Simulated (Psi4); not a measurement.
H3AlO2 (SMILES [OH][AlH][OH]), singlet, geometry from GFN2-xTB (such geometries of metal compounds can be far from the true shape); PBE/pcseg-1 in Psi4.

Input for Psi4:
```
memory 2 GB

molecule mol {
0 1
  Al   -0.301916   -0.139718   -0.184085
  H    -1.487962   -0.688586   -0.907243
  O     0.062469    1.431574   -0.493919
  H     0.243804    2.337601   -0.695168
  O     0.471994   -1.184239    0.819793
  H     0.893354   -1.811357    1.388518
}

set basis pcseg-1
set reference rks

energy('pbe')
print_variables()
```

Output, abridged:

```
   => Loading Basis Set <=

    Name: PCSEG-1
    Role: ORBITAL
    Keyword: BASIS

         ---------------------------------------------------------
                                   SCF
               by Justin Turney, Rob Parrish, Andy Simmonett
                          and Daniel G. A. Smith
                              RKS Reference
         ---------------------------------------------------------

  ==> Geometry <==

    Molecular point group: c1
    Full point group: C1

    Geometry (in Angstrom), charge = 0, multiplicity = 1:

       Center              X                  Y                   Z               Mass
    ------------   -----------------  -----------------  -----------------  -----------------
         AL          -0.302706111090    -0.140083889720    -0.184566710501    26.981538530000
         H           -1.488752111090    -0.688951889720    -0.907724710501     1.007825032230
         O            0.061678888910     1.431208110280    -0.494400710501    15.994914619570
         H            0.243013888910     2.337235110280    -0.695649710501     1.007825032230
         O            0.471203888910    -1.184604889720     0.819311289499    15.994914619570
         H            0.892563888910    -1.811722889720     1.388036289499     1.007825032230

  Running in c1 symmetry.

  Rotational constants: A =      1.39370  B =      0.20827  C =      0.18119 [cm^-1]
  Rotational constants: A =  41782.03575  B =   6243.81405  C =   5432.05926 [MHz]
  Nuclear repulsion =  103.153171289509899

  Charge       = 0
  Multiplicity = 1
  Electrons    = 32
  Nalpha       = 16
  Nbeta        = 16

  ==> Algorithm <==

  SCF Algorithm Type is DF.
  DIIS enabled.
  MOM disabled.
  Fractional occupation disabled.
  Guess Type is SAD.
  Energy threshold   = 1.00e-06
  Density threshold  = 1.00e-06
  Integral threshold = 1.00e-12

  ==> Primary Basis <==

  Basis Set: PCSEG-1
    Blend: PCSEG-1
    Number of shells: 29
    Number of basis functions: 61
    Number of Cartesian functions: 64
    Spherical Harmonics?: true
    Max angular momentum: 2

  ==> DFT Potential <==

   => LibXC <=

    Version 7.1.2
    S. Lehtola, C. Steigemann, M. J. T. Oliveira, and M. A. L. Marques,  SoftwareX 7, 1–5 (2018) (10.1016/j.softx.2017.11.002)

   => Composite Functional: PBE <=

    PBE GGA Exchange-Correlation Functional

    J.P. Perdew et. al., Phys. Rev. Lett., 77(18), 3865-3868, 1996

    Deriv               =              1
[...]
   @DF-RKS iter   3:  -394.40718226064996   -3.04311e+00   3.58601e-03 ADIIS/DIIS
   @DF-RKS iter   4:  -394.42583941851035   -1.86572e-02   7.74805e-04 ADIIS/DIIS
   @DF-RKS iter   5:  -394.42739294119502   -1.55352e-03   1.88542e-04 ADIIS/DIIS
   @DF-RKS iter   6:  -394.42744282501496   -4.98838e-05   3.49089e-05 DIIS
   @DF-RKS iter   7:  -394.42744487850757   -2.05349e-06   7.77862e-06 DIIS
   @DF-RKS iter   8:  -394.42744497096180   -9.24542e-08   6.09739e-07 DIIS
  Energy and wave function converged.

  ==> Post-Iterations <==

   Electrons on quadrature grid:
      Ntotal   =   31.9999556403 ; deviation = -4.436e-05

    Orbital Energies [Eh]
    ---------------------

    Doubly Occupied:

[...]
      16A     -0.255966

    Virtual:

[...]
    Final Occupation by Irrep:
              A
    DOCC [    16 ]
    NA   [    16 ]
    NB   [    16 ]

  @DF-RKS Final Energy:  -394.42744497096180

   => Energetics <=

    Nuclear Repulsion Energy =            103.1531712895098991
    One-Electron Energy =                -752.1298110760608324
    Two-Electron Energy =                 291.3212257626845485
    DFT Exchange-Correlation Energy =     -36.7720309470954660
    Empirical Dispersion Energy =           0.0000000000000000
    VV10 Nonlocal Energy =                  0.0000000000000000
    Total Energy =                       -394.4274449709618011

Computation Completed

Properties will be evaluated at   0.000000,   0.000000,   0.000000 [a0]

Properties computed using the SCF density matrix

 Multipole Moments:

 ------------------------------------------------------------------------------------
     Multipole            Electronic (a.u.)      Nuclear  (a.u.)        Total (a.u.)
 ------------------------------------------------------------------------------------

 L = 1.  Multiply by 2.5417464519 to convert [e a0] to [Debye]
 Dipole X            :          0.4271520           -0.0477941            0.3793579
 Dipole Y            :          0.1976670           -0.0221182            0.1755488
 Dipole Z            :          0.2604453           -0.0291410            0.2313043
 Magnitude           :                                                    0.4777358

 ------------------------------------------------------------------------------------

  Variable Map:
  ----------------------------------------------------------------------------
[...]
  Array Variable Map:
  ----------------------------------------------------------------------------
[...]
[...]
```
